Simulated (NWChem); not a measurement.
Program: NWChem. System: F₄Sn, charge 0, spin multiplicity 1, at a geometry optimised with PBE/def2-SVP with def2 effective core potentials on Sn. The structure started from a generated list of species. Level: PBE/x2c-SVPall-2c, scalar ZORA.

The NWChem input:

```
start mol
memory heap 200 mb stack 900 mb global 1100 mb
geometry units angstroms nocenter noautoz noautosym
  F      0.000000    -1.574507     1.113377
  Sn     0.000000     0.000000    -0.000001
  F      0.000000     1.574507     1.113377
  F      1.574508     0.000000    -1.113373
  F     -1.574508     0.000000    -1.113373
end
basis spherical
  * library x2c-svpall-2c
end
relativistic
  zora on
end
dft
  xc xpbe96 cpbe96
  semidirect memsize 60000000 filesize 0
  iterations 100
  grid fine
end
task dft energy
```

Part of the output:

```
             Northwest Computational Chemistry Package (NWChem) 7.3.0
             --------------------------------------------------------

                                NWChem Input Module
                                -------------------

 Scaling coordinates for geometry "geometry" by  1.889725989
 (inverse scale =  0.529177249)

                             Geometry "geometry" -> ""
                             -------------------------

 Output coordinates in angstroms (scale by  1.889725989 to convert to a.u.)

  No.       Tag          Charge          X              Y              Z
 ---- ---------------- ---------- -------------- -------------- --------------
    1 F                    9.0000     0.00000000    -1.57450700     1.11337700
    2 Sn                  50.0000     0.00000000     0.00000000    -0.00000100
    3 F                    9.0000     0.00000000     1.57450700     1.11337700
    4 F                    9.0000     1.57450800     0.00000000    -1.11337300
    5 F                    9.0000    -1.57450800     0.00000000    -1.11337300

 Effective nuclear repulsion energy (a.u.)     575.6152055277

            Nuclear Dipole moment (a.u.)
            ----------------------------
        X                 Y               Z
 ---------------- ---------------- ----------------
     0.0000000000     0.0000000000     0.0000415740


 Summary of "ao basis" -> "" (spherical)
 ------------------------------------------------------------------------------
       Tag                 Description            Shells   Functions and Types
 ---------------- ------------------------------  ------  ---------------------
 *                       x2c-svpall-2c                on all atoms

  pbe96 is a nonlocal functional; adding pw91lda local functional.

                                 NWChem DFT Module
                                 -----------------

 Summary of "ao basis" -> "ao basis" (spherical)
 ------------------------------------------------------------------------------
       Tag                 Description            Shells   Functions and Types
 ---------------- ------------------------------  ------  ---------------------
[...]
 Vector   43  Occ=2.000000D+00  E=-3.555584D-01
              MO Center= -6.0D-02, -6.5D-05,  5.5D-01, r^2= 3.8D+00
   Bfn.  Coefficient  Atom+Function         Bfn.  Coefficient  Atom+Function
  ----- ------------  ---------------      ----- ------------  ---------------
     6      0.335615  1 F  pz                70     -0.335607  3 F  pz
    97     -0.255302  5 F  py                 9      0.241035  1 F  pz
    73     -0.241030  3 F  pz                 5      0.237386  1 F  py
    69      0.237383  3 F  py                83     -0.219118  4 F  py
   100     -0.183361  5 F  py                 8      0.170488  1 F  py

 Vector   44  Occ=0.000000D+00  E=-1.763053D-01
              MO Center= -2.6D-07, -6.5D-08, -9.8D-07, r^2= 3.2D+00
   Bfn.  Coefficient  Atom+Function         Bfn.  Coefficient  Atom+Function
  ----- ------------  ---------------      ----- ------------  ---------------
    19      0.796010  2 Sn s                 18     -0.551409  2 Sn s
    20      0.471142  2 Sn s                  5     -0.215854  1 F  py
    69      0.215854  3 F  py                82      0.215854  4 F  px
    96     -0.215854  5 F  px                 8     -0.181934  1 F  py
    72      0.181934  3 F  py                85      0.181934  4 F  px

 Vector   45  Occ=0.000000D+00  E=-1.631051D-02
              MO Center= -2.0D-06, -1.2D-03, -2.6D-01, r^2= 3.5D+00
   Bfn.  Coefficient  Atom+Function         Bfn.  Coefficient  Atom+Function
  ----- ------------  ---------------      ----- ------------  ---------------
    37      0.814132  2 Sn py                34      0.443920  2 Sn py
    28     -0.327516  2 Sn py                 3      0.224303  1 F  s
    67     -0.225009  3 F  s                 83     -0.182512  4 F  py
    97     -0.182512  5 F  py                 6     -0.175355  1 F  pz
    70      0.175095  3 F  pz                56     -0.165406  2 Sn d -1

 Vector   46  Occ=0.000000D+00  E=-1.630990D-02
              MO Center= -5.8D-04,  1.0D-06,  2.6D-01, r^2= 3.5D+00
   Bfn.  Coefficient  Atom+Function         Bfn.  Coefficient  Atom+Function
  ----- ------------  ---------------      ----- ------------  ---------------
    36      0.814136  2 Sn px                33      0.443922  2 Sn px
    27     -0.327517  2 Sn px                81     -0.224834  4 F  s
    95      0.224483  5 F  s                  4     -0.182514  1 F  px
    68     -0.182514  3 F  px                84     -0.175158  4 F  pz
    98      0.175288  5 F  pz                58     -0.165403  2 Sn d  1

 center of mass
 --------------
 x =   0.00000000 y =   0.00000000 z =   0.00000033

 moments of inertia (a.u.)
 ------------------
         672.784146551671           0.000000000000           0.000000000000
           0.000000000000         672.784573838420           0.000000000000
           0.000000000000           0.000000000000         672.766189576201

     Multipole analysis of the density
     ---------------------------------

     L   x y z        total         alpha         beta         nuclear
     -   - - -        -----         -----         ----         -------
     0   0 0 0     -0.000000    -43.000000    -43.000000     86.000000

     1   1 0 0     -0.000005     -0.000002     -0.000002      0.000000
     1   0 1 0     -0.000002     -0.000001     -0.000001      0.000000
     1   0 0 1      0.000046      0.000002      0.000002      0.000042

     2   2 0 0    -34.775947    -97.064414    -97.064414    159.352881
     2   1 1 0     -0.000000     -0.000000     -0.000000      0.000000
     2   1 0 1      0.000013      0.000006      0.000006      0.000000
     2   0 2 0    -34.775639    -97.064159    -97.064159    159.352679
     2   0 1 1     -0.000004     -0.000002     -0.000002      0.000000
     2   0 0 2    -34.776131    -97.068759    -97.068759    159.361388

 Task  times  cpu:       15.8s     wall:       15.8s

 Total times  cpu:       15.8s     wall:       15.8s
```
